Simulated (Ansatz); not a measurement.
Two spin states of HfAl, each at its own minimum; 2S+1 = 2, 4, 6 were tried, and our sources give no spin for the ground state. No spin–orbit coupling.

Each state is the lowest solution found for its spin in def2 and cc sets.

The values were computed with Ansatz (Gaussian basis) for Hartree–Fock, density functionals and correlated methods. Values without a source in brackets are computed. In def2 rows elements past Kr take small-core potentials, without spin–orbit coupling.

Q: One of these levels gives 0.994 eV for the energy of the multiplicity-6 state above the multiplicity-4 state. Which?
A) wB97X-V/def2-TZVPP
B) PBE0/def2-TZVPP
C) PBE/def2-TZVPP

A: A, wB97X-V/def2-TZVPP. The others give 0.609 (PBE/def2-TZVPP), 0.535 (PBE0/def2-TZVPP)

Doubts at one or more of the structures used: a spin-contaminated determinant (PBE/def2-TZVPP).

Ansatz is a program for electronic structure.
